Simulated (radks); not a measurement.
The molybdenum ion Mo8+, configuration [Ar] 3d10 4s2 4p4.

Method: scalar-relativistic Kohn-Sham, r2SCAN, spin-polarised, spherical densities, finite nucleus; open shells are filled with parallel spins first (spin-orbit coupling, left out, can overturn this in heavy ions); meta-GGA in the generalised Kohn-Sham scheme; Fermi nuclear charge, rms radius 4.4091 fm; computed with a radial shooting solver on a logarithmic mesh with Libxc functionals.

Energy parts (eV):
| part | energy |
|---|---|
| total | -109702.113 |
| kinetic | 113136.009 |
| electron-nucleus | -259806.459 |
| Hartree | 40224.871 |
| exchange-correlation | -3256.534 |

Orbitals (lengths in bohr, moments of r in powers of bohr):
orbital,occ.,eigenvalue (eV),<r^2>,<1/r>
1s up,1,-20002.93,0.001670,43.54
1s down,1,-20002.29,0.001670,43.54
2s up,1,-2954.080,0.02781,9.823
2s down,1,-2953.933,0.02781,9.822
2p up,3,-2653.112,0.02192,9.534
2p down,3,-2652.630,0.02192,9.534
3s up,1,-618.0734,0.2087,3.385
3s down,1,-617.5971,0.2086,3.383
3p up,3,-518.3739,0.2136,3.216
3p down,3,-517.7610,0.2133,3.215
3d up,5,-356.8412,0.2043,2.981
3d down,5,-356.1347,0.2035,2.983
4s up,1,-187.9012,1.202,1.319
4s down,1,-183.5624,1.208,1.318
4p up,3,-158.2124,1.374,1.219
4p down,1,-153.9982,1.385,1.216
4d up,0,-112.5660,1.791,1.046
4d down,0,-108.6546,1.824,1.039
5s up,0,-81.0817,4.682,0.6741
5s down,0,-79.2481,4.905,0.6550

The highest occupied level is 4p down at -154.00 eV. The electron density at the nucleus is 9.267e+04 e/bohr^3 (large components only). The density falls to 0.001 e/bohr^3 at r = 2.38 bohr. For comparison, the ionisation energy in NIST's Atomic Spectra Database is 164.1 eV (measured). In exact Kohn-Sham theory the highest level is minus the ionisation energy, but local and semilocal functionals leave it too shallow, through self-interaction and a potential that decays too fast; potentials with the right tail come closer.
